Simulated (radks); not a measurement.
Task: The nickel ion Ni4+, configuration [Ar] 3d6. Calculated with a radial shooting solver on a logarithmic mesh with Libxc functionals: scalar-relativistic Kohn-Sham, PBE, spin-polarised, spherical densities, finite nucleus; open shells are filled with parallel spins first; Fermi nuclear charge, rms radius 3.7757 fm. Some entries of the table are withheld. Estimate them.

| orbital | occ. | eigenvalue (hartree) | <r> (bohr) |
|---|---|---|---|
| 1s down | 1 | -304.1292 | 0.05409 |
| 1s up | 1 | -304.1289 | 0.05409 |
| 2s up | 1 | -38.49646 | 0.2451 |
| 2s down | 1 | -38.39869 | 0.2447 |
| 2p up | 3 | -33.44231 | 0.2155 |
| 2p down | 3 | -33.36878 | 0.2151 |
| 3s up | 1 | -6.43777 | 0.7272 |
| 3s down | 1 | -6.24248 | 0.7304 |
| 3p up | 3 | -4.96095 | 0.7554 |
| 3p down | 3 | -4.76912 | 0.7606 |
| 3d up | 5 | -2.59117 | 0.8324 |
| 3d down | 1 | -2.40454 | 0.8534 |
| 4s up | 0 | (1) | (2) |
| 4s down | 0 | (3) | (4) |
| 4p up | 0 | -1.39665 | (5) |
| 4p down | 0 | -1.34180 | (6) |

Result: 
(1) 4s up eigenvalue (hartree): -1.74179
(2) 4s up <r> (bohr): 1.944
(3) 4s down eigenvalue (hartree): -1.67814
(4) 4s down <r> (bohr): 1.976
(5) 4p up <r> (bohr): 2.173
(6) 4p down <r> (bohr): 2.215
